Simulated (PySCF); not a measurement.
# Dipole response of Co²⁺ (cobalt, charge +2)

[Ar] 3d7, high-spin 4F determinant. Calculation: PySCF 2.14, in aug-cc-pwCVTZ-DK (10s9p7d4f3g, 127 functions); the spin-free X2C one-electron Hamiltonian (Gaussian nucleus). Coupled (time-dependent) response in atomic units; α is the mean over directions.

| method | mean α (bohr³) | C₆ (like pair) | S(−4) |
| --- | --- | --- | --- |
| UHF | 2.908 | 8.201 | 3.809 |
| PBE | 3.723 | 10.73 | 8.140 |

S(−4) is the Cauchy moment in α(ω) = α(0) + S(−4) ω² + …

α(iu) at UHF:

```csv
u (hartree),α(iu) (bohr³)
0,2.908
0.0500,2.899
0.100,2.871
0.200,2.770
0.300,2.628
0.500,2.310
0.750,1.954
1.00,1.669
1.50,1.259
2.00,0.9818
3.00,0.6445
5.00,0.3378
```

For an ion, C₆ is the dispersion term alone; charge-induced terms of lower order in 1/R come first.
